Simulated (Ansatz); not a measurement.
```yaml
atoms:
  - { symbol: O, position_ang: [-0.0324, 0.8727, -0.7324] }
  - { symbol: H, position_ang: [-0.0169, 1.5993, -0.0628] }
  - { symbol: Cl, position_ang: [-0.0318, -0.4886, 0.3044] }
```

Basis set: def2-TZVP (spherical functions). Left uncorrelated: 6 orbitals. Charge 0, multiplicity 1.

Computed with Ansatz (development build ahead of 0.2.0); each method stands on the lowest determinant of its kind that the runs found. Restricted open shells among the atoms or ions are ROHF, correlated in semicanonical orbitals with singles. Restricted functionals stand beside restricted open-shell atoms, which can lie above the unrestricted atoms usual in DFT and then raise those values.

Give the atomization energy at this shape (free ground-state atoms in the same class of orbitals less the molecule, no zero-point energy) of singlet HClO by PBE0 (restricted), RHF-MP2, RHF.

```tsv
method	atomization energy
PBE0 (restricted)	686.2 kJ/mol
RHF-MP2	669.7 kJ/mol
RHF	346.1 kJ/mol
```
